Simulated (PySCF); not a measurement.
A PySCF script (with the pyscf-properties extension) for the NMR shieldings of SMILES CC(=O)C[BH2-][NH3+], C3H10BNO, on a GFN2-xTB geometry:

```python
import basis_set_exchange as bse
import numpy as np
from pyscf import gto, dft
from pyscf.prop import nmr

atoms = """
C     2.264466    0.173972    0.105868
C     0.926065   -0.506772    0.209180
O     0.571795   -1.048423    1.258107
C     0.032838   -0.402241   -0.946922
B    -1.180399    0.656412   -0.488442
N    -1.862325   -0.100410    0.771030
H     2.772611    0.174570    1.067197
H     2.118979    1.194343   -0.240253
H     2.879916   -0.346651   -0.625658
H     0.550290   -0.054621   -1.835384
H    -0.445066   -1.358419   -1.154404
H    -1.987258    0.770584   -1.352226
H    -0.749569    1.692306   -0.092667
H    -2.538402   -0.791126    0.464606
H    -1.061665   -0.587631    1.231388
H    -2.299875    0.543052    1.419622
"""
names = dict.fromkeys(["C", "O", "B", "N", "H"], "pcSseg-1")
basis = {el: gto.basis.parse(bse.get_basis(n, elements=[el], fmt="nwchem")) for el, n in names.items()}
mol = gto.M(atom=atoms, basis=basis, charge=0, verbose=0)
mf = dft.RKS(mol, xc="PBE0")
mf.grids.level = 2
mf.grids.alignment = dft.numint.BLKSIZE   # the property module wants whole blocks of grid points
mf.conv_tol = 1e-9
mf.kernel()

calc = nmr.RKS(mf)   # GIAO
C = mf.mo_coeff
Co = C[:, mf.mo_occ > 0]
resp = mf.gen_response(singlet=True, hermi=2)
def vind(x):   # induced exchange potential for any number of trial vectors
    d = np.einsum("pi,xij,qj->xpq", C, 2 * x.reshape(-1, C.shape[1], Co.shape[1]), Co, optimize=True)
    return np.einsum("xpq,pi,qj->xij", resp(d - d.transpose(0, 2, 1)), C, Co, optimize=True).ravel()
mo1, _ = nmr.rhf.solve_mo1(calc, with_cphf=vind)
sigma = calc.kernel(mo1)
for i, s in enumerate(sigma):   # ppm
    w = np.linalg.eigvalsh((s + s.T) / 2)
    print("%2d %-2s iso %8.1f  s11 %8.1f  s22 %8.1f  s33 %8.1f" % (i, mol.atom_pure_symbol(i), w.mean(), *w))
```

Q: What does it print?

A: 
```
 0 C  iso    154.2  s11    130.1  s22    140.7  s33    191.9
 1 C  iso    -43.9  s11   -146.2  s22    -91.3  s33    105.9
 2 O  iso   -228.6  s11   -693.5  s22   -304.4  s33    312.1
 3 C  iso    145.8  s11    118.6  s22    144.0  s33    174.9
 4 B  iso    123.8  s11    113.5  s22    120.0  s33    137.9
 5 N  iso    229.9  s11    212.3  s22    233.3  s33    244.3
 6 H  iso     29.9  s11     26.4  s22     28.1  s33     35.2
 7 H  iso     28.9  s11     25.9  s22     29.3  s33     31.5
 8 H  iso     29.3  s11     26.1  s22     28.6  s33     33.4
 9 H  iso     29.5  s11     26.0  s22     29.9  s33     32.5
10 H  iso     30.5  s11     27.1  s22     28.4  s33     36.0
11 H  iso     29.4  s11     25.7  s22     29.6  s33     32.9
12 H  iso     30.0  s11     26.3  s22     30.6  s33     33.2
13 H  iso     29.7  s11     23.6  s22     25.5  s33     40.0
14 H  iso     23.3  s11     12.0  s22     19.5  s33     38.5
15 H  iso     29.6  s11     22.8  s22     25.4  s33     40.6
```

These numbers come from an equivalent density-fitted implementation of the same equations, which agrees with the script to about 0.01 ppm for H and up to a few tenths of a ppm for heavy atoms, so last digits may differ.

Size and cost of the density-fitted run: 152 basis functions, 32 s wall time on 1 thread of an Arm Neoverse N1, shared host; peak memory 0.72 GiB.
